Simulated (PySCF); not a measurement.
NICS in isomers of C9H9FO.

NICS is the negative of the GIAO shielding at a point without a nucleus: at the ring centre (0) and 1 Å above and below it (1); zz is the component along the ring normal. Level: GIAO PBE0/pcSseg-1 (PySCF, non-relativistic, gas phase) on the GFN2-xTB geometries, one conformer each. Atom numbers follow the mapped SMILES.

Task: Order these rings by mean NICS(1)zz, lowest (most negative) first (ppm).
A. ring C2–C3–C4–C5–C6–C10 in `[CH3:1][c:2]1[cH:3][cH:4][cH:5][c:6]([C:7](=[O:8])[F:9])[c:10]1[CH3:11]`
B. ring C6–C7–C8–C9–C10–C11 in `[CH3:1][O:2][C@:3]1([F:4])[CH2:5][c:6]2[cH:7][cH:8][cH:9][cH:10][c:11]21`
C. ring C3–C4–C6–C7–C8–C9 in `[CH2:1]=[CH:2][c:3]1[c:4]([OH:5])[cH:6][cH:7][cH:8][c:9]1[CH2:10][F:11]`

Result: B (-28.0), A (-26.2), C (-24.5).

```
              SMILES                                              ring  NICS(0)  NICS(1)  NICS(1)zz  HOMA  rms pucker (Å)  ring atoms with four or more neighbours
CO[C@]1(F)Cc2ccccc21  6-membered carbocycle; formal bonds all aromatic     -8.7    -11.2      -28.0  0.97            0.00                                        0
  Cc1cccc(C(=O)F)c1C  6-membered carbocycle; formal bonds all aromatic     -8.2    -11.0      -26.2  0.96            0.00                                        0
    C=Cc1c(O)cccc1CF  6-membered carbocycle; formal bonds all aromatic     -8.6    -10.3      -24.5  0.98            0.00                                        0
```

NICS(0) gives another order. The isotropic NICS(1) gives the same order. HOMA uses Krygowski's 1993 parameters. NICS(1) and NICS(1)zz are means over the two faces.
